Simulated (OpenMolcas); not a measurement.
# Cr+: CASPT2 settings compared

- Program: OpenMolcas
- Basis: ANO-R3 [7s5p5d3f1g]
- Scalar Hamiltonian: X2C, finite nucleus
- Active space: 5 electrons in 5 orbitals (3d)
- State averaging: 2S+1 = 6 even, 1 root; 2S+1 = 4 even, 17 roots kept (CI in the orbitals of an earlier block); 2S+1 = 2 even, 13 roots kept (CI in the orbitals of an earlier block)
- Spin-orbit coupling: RASSI with atomic mean-field integrals over the reference wave functions, term energies averaged over their components

Methods on the same reference wave functions:
A. CASSCF
B. SS-CASPT2, IPEA 0.5 Eh, no level shift (closed shells correlated: 3s 3p)
C. SS-CASPT2, IPEA 0.15 Eh, sigma2 regulariser 0.5 Eh (closed shells correlated: 3s 3p)
D. XMS-CASPT2, IPEA 0.2 Eh, sigma2 regulariser 0.3 Eh (closed shells correlated: 3s 3p)

Energies in cm⁻¹ above 3d⁵ ⁶S_5/2, the measured ground level; measured values from NIST Handbook of Basic Atomic Spectroscopic Data.

| Level | A | B | C | D | Measured |
| --- | --- | --- | --- | --- | --- |
| 3d⁵ ⁶S_5/2 | 0.0 | 0.0 | 0.0 | 0.0 | 0.0 |
| 3d⁵ ⁴G_7/2 | 26425 | 22370 | 22550 | 22390 | 20518 |
| 3d⁵ ⁴G_5/2 | 26425 | 22370 | 22550 | 22390 | 20512 |
| 3d⁵ ⁴G_9/2 | 26425 | 22370 | 22550 | 22390 | 20519 |
| 3d⁵ ⁴G_11/2 | 26425 | 22370 | 22550 | 22390 | 20512 |
| 3d⁵ ⁴P_5/2 | 30417 | 24190 | 24230 | 23360 | 21823 |
| 3d⁵ ⁴P_3/2 | 30420 | 24190 | 24240 | 23360 | 21824 |
| 3d⁵ ⁴P_1/2 | 30443 | 24210 | 24260 | 23380 | 21824 |
| 3d⁵ ⁴D_7/2 | 32965 | 26600 | 26920 | 26950 |  |
| 3d⁵ ⁴D_1/2 | 32975 | 26610 | 26930 | 26960 |  |
| 3d⁵ ⁴D_3/2 | 32997 | 26630 | 26950 | 26970 |  |
| 3d⁵ ⁴D_5/2 | 33007 | 26640 | 26960 | 26980 |  |

Deviations, from unrounded energies. A percentage is the sum of absolute deviations over the sum of measured energies, with the sign that they share, or ± where signs differ.

| Against measurement | Levels | A | B | C | D |
| --- | --- | --- | --- | --- | --- |
| mean absolute deviation (cm-1) | 7 | 7100 | 2100 | 2200 | 1700 |
| other terms of the ground configuration (%) | 7 | +33.5 | +9.8 | +10.4 | +8.2 |

D lies closest to measurement on these levels and A furthest from it. The largest miss of D in the table is 3d⁵ ⁴G_5/2, by +1900 cm-1. The ranking rests on the paired levels alone, and a cruder setting can come out closer through cancelling errors.

Among B to D the level of the table that moves most is 3d⁵ ⁴P_1/2, by 880 cm-1 (lowest in D, highest in C). Moves below CASPT2's spread within the term are not significant.

The mean deviations of B to D differ by less than CASPT2's widest spread within a term (930 cm-1), so their order carries little weight.

From A to B the spin-free energies of the other terms of 3d⁵ shown, above ⁶S, scale by factors of 0.80 to 0.85, as is usual when dynamic correlation screens the repulsion within a d or f shell.

The lowest spin-free term lies below A's lowest term by 0.457 hartree in B, 0.478 hartree in C, 0.475 hartree in D.

Term energies are means over components that CASPT2 splits; among the terms shown or strongly mixed into the levels shown the widest spread is 930 cm-1 (3d⁵ ⁴G, D). Terms from blocks run as CI alone lack orbitals of their own. Without dynamic correlation excited terms often stand tens of per cent too high (terms of higher spin than the ground term too low), and those without a measured partner can miss by more than the paired ones (holds for A). Measured partners are found by configuration, term and J. A level has none where our copy of the source lacks it or the pairing is in doubt (some pairs that miss far off the trend of their configuration count as doubtful), and it then counts in no deviation. Levels of configurations outside the active space are missing. Levels that lie high or do not pair safely by name in every column are left out.
